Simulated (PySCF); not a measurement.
Series: H2E=Y. Gas-phase values, no solvent. Strings in code marks are SMILES.

The T1 excitation (TDA) from two functionals at the same geometries (r2SCAN-D4/def2-TZVP), both in PySCF: PBE-D3(BJ)/def2-TZVP and r2SCAN-D4/def2-TZVP. Excitations are Tamm–Dancoff values on a coarser integration grid. The basis has no diffuse functions, so Rydberg states are missing or too high.

```tsv
species	PBE-D3(BJ)/def2-TZVP (eV)	r2SCAN-D4/def2-TZVP (eV)
`[Se]=[SiH2]`	2.14	2.38
`[GeH2]=[O]`	2.75	3.04
`[S]=[GeH2]`	2.15	2.37
`[O]=[SnH2]`	2.27	2.56
```

Over these rows, drawn at random from the members with no instability flagged (it was tested for open shells, ions and some series alone), PBE minus r2SCAN-D4: mean -0.26 eV, from -0.29 eV to -0.22 eV.
